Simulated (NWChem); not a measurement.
Species: MoNH₂O₂Cl; SMILES [NH2][Mo](=[O])(=[O])[Cl]

```xyz
7

Mo     0.0791    -0.2716     0.0000
O      0.8841    -0.7789    -1.3743
O      0.8841    -0.7789     1.3743
Cl    -0.0930     2.0050     0.0000
N     -1.6595    -1.0642     0.0000
H     -2.1360    -1.3827    -0.8412
H     -2.1360    -1.3827     0.8412
```
Atoms are numbered in this order, from 1.

Computed with NWChem. The geometry was optimised at PBE0/def2-SVP (def2 core potentials past Kr).

For level TPSS/3-21G, non-relativistic:

```
Item                         Value
---------------------------  -----
highest occupied level (eV)  -7.25
orbital gap (eV)              3.74
dipole (D)                    4.47
```

### Question
Estimate the same quantities for level TPSS/STO-3G, non-relativistic.

### Answer
The highest occupied level (eV) is -4.03 and the orbital gap (eV) is 4.54. The dipole (D) is 3.70.
